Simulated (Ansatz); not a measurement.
`N=[C](S)[SnH3]` + H₂ → `[SnH4]` + `N=CS`  (hydrogenolysis of the Sn–C bond)

Program: Ansatz. Geometries: PBE0-D4/def2-TZVP. ΔE: electronic, gas phase. CBS: MP2 limit from def2 TZ/QZ plus the TZ coupled-cluster correction, frozen cores. This one scheme is used for every species. DFT in def2-TZVPP. Elements past krypton have def2 core potentials. For Sn outer-core shells are correlated without core-valence functions, which leaves a few kJ/mol of doubt a bond. Each species was taken in one conformer, which may not be the lowest.

Task: Is it downhill or uphill in electronic energy at CCSD(T)/CBS, and by how much? (An estimate is asked.)

Result: The calculation gave: Downhill: ΔE = -36.3 kJ/mol.

Task: What do these levels give: ωB97M-V, PBE, r2SCAN, PBE0, HF/def2-TZVPP, MP2/def2-TZVPP, SCS-MP2/def2-TZVPP, CCSD/def2-TZVPP, MP2/def2-QZVPP, SCS-MP2/def2-QZVPP, HF/CBS(def2), MP2/CBS(def2)? (Best estimate.)

Result: Ansatz gave: ωB97M-V -48.5, PBE -47.3, r2SCAN -45.5, PBE0 -55.1, HF/def2-TZVPP -78.8, MP2/def2-TZVPP -35.4, SCS-MP2/def2-TZVPP -42.9, CCSD/def2-TZVPP -52.2, MP2/def2-QZVPP -30.2, SCS-MP2/def2-QZVPP -38.3, HF/CBS(def2) -77.4, MP2/CBS(def2) -27.2 kJ/mol.

Largest T1 diagnostic among the species: 0.015.

In def2-TZVPP, CCSD(T) changes the Hartree–Fock value by +34.2 kJ/mol (the triples alone add +7.7 kJ/mol) and MP2 by +43.4 kJ/mol. From PBE to PBE0 (25 % exact exchange), in def2-TZVPP and without D4, ΔE moves by −7.7 kJ/mol.
